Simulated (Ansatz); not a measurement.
Calculated with Ansatz (gas phase, PBE0-D4/def2-TZVP geometries, no zero-point term in ΔE). CCSD(T)/CBS is the MP2 limit (def2-TZVPP, def2-QZVPP) plus CCSD(T) − MP2 in def2-TZVPP, frozen cores. DFT in def2-TZVPP. B3LYP here is the variant with VWN-RPA as its local correlation; programs differ in this. For Br, Ga outer-core shells are correlated without core-valence functions, which leaves a few kJ/mol of doubt a bond. Scalar relativity is left out up to krypton. One conformer a species, not always the lowest.

Reaction (ligand exchange at a Ga–N bond): `C[NH][Ga]([Cl])[Cl]` + HBr → `[Cl][Ga]([Cl])[Br]` + CH₃NH₂

`C[NH][Ga]([Cl])[Cl]`:

```xyz
9

C    -1.019    0.009    0.879
N     0.368   -0.094    0.485
Ga    1.024    0.023   -1.179
Cl   -0.288    0.348   -2.821
Cl    3.111   -0.157   -1.539
H    -1.187    0.846    1.567
H    -1.376   -0.907    1.364
H    -1.644    0.179    0.001
H     1.011   -0.247    1.244
```

HBr:

```xyz
2

Br   -0.663   -0.231    0.109
H     0.663    0.231   -0.109
```

`[Cl][Ga]([Cl])[Br]`:

```xyz
4

Cl    1.721    1.115   -0.575
Ga    0.004    0.008   -0.027
Cl   -1.433   -0.468   -1.504
Br   -0.292   -0.655    2.107
```

CH₃NH₂:

Cartesian coordinates in Å:
```
C 0.103 -0.544 -0.127
N -0.466 0.742 0.238
H 1.182 -0.538 -0.339
H -0.408 -0.928 -1.013
H -0.075 -1.261 0.678
H -0.322 1.418 -0.500
H -0.013 1.111 1.064
```

Task: Is it downhill or uphill in electronic energy at CCSD(T)/CBS, and by how much? (Estimate.)

Result: The calculation gave: Downhill: ΔE = -68.2 kJ/mol.

Task: What do these levels give: PBE-D4, BLYP-D4, B3LYP-D4, r2SCANh-D4, B2PLYP, BLYP, BHLYP, RPA@PBE/def2-TZVPP, CCSD/def2-SVP, SCS-MP2/def2-TZVPP, CCSD/def2-TZVPP, MP2/CBS(def2)? (Estimate.)

Result: Ansatz gave: PBE-D4 -73.4, BLYP-D4 -69.8, B3LYP-D4 -73.7, r2SCANh-D4 -76.6, B2PLYP -74.2, BLYP -75.3, BHLYP -81.6, RPA@PBE/def2-TZVPP -64.8, CCSD/def2-SVP -66.0, SCS-MP2/def2-TZVPP -69.7, CCSD/def2-TZVPP -70.3, MP2/CBS(def2) -69.0 kJ/mol.

Largest T1 diagnostic among the species: 0.012.

At CCSD(T), def2-SVP lies +3.9 kJ/mol from the extrapolated value and def2-TZVPP −0.2 kJ/mol. Leaving LDA and LC-ωPBE aside and taking each functional with its dispersion term where it has one, the values, not all of them listed here, spread over 10.9 kJ/mol, from BHLYP-D4 to CAM-B3LYP-D4. LDA lies +14.5 kJ/mol from PBE without D4.
